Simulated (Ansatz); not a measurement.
AlBrH2OZn, relaxed with RKS PBE0-D4/def2-TZVP in the Gaussian-basis code of Ansatz from a PBE-D4/def2-SVP geometry. The force threshold is 0.005 eV/Å; the program also tests the step.

The species carries charge 0 and has multiplicity 1. The bonds changed during the relaxation, so this is another structure than the one it started from.

Start:

```xyz
6

O     0.093    0.947    1.189
Al   -0.138   -0.432    0.183
Zn    1.791   -0.083   -1.747
Br   -1.824   -0.410   -1.378
H    -0.372    1.784    1.032
H     0.450   -1.806    0.721
```

| step | energy (eV) | largest force (eV/Å) | largest move (Å) |
| --- | --- | --- | --- |
| 1 | -127127.0967 | 0.595 | 0.000 |
| 2 | -127127.1221 | 0.293 | 0.051 |
| 3 | -127127.1322 | 0.083 | 0.064 |
| 4 | -127127.1334 | 0.072 | 0.026 |
| 5 | -127127.1338 | 0.024 | 0.009 |
| 6 | -127127.1339 | 0.020 | 0.005 |
| 7 | -127127.1339 | 0.017 | 0.005 |
| 8 | -127127.1340 | 0.010 | 0.005 |
| 9 | -127127.1340 | 0.005 | 0.003 |
| 10 | -127127.1340 | 0.001 | 0.002 |

End:

```xyz
6

O     0.095    0.937    1.147
Al   -0.188   -0.458    0.227
Zn    1.892   -0.002   -1.742
Br   -1.871   -0.420   -1.307
H    -0.340    1.770    0.968
H     0.412   -1.828    0.707
```

Hardware: 4 threads of an Arm Neoverse V2 on a shared host. Wall time 33 s, peak host memory 0.56 GiB.
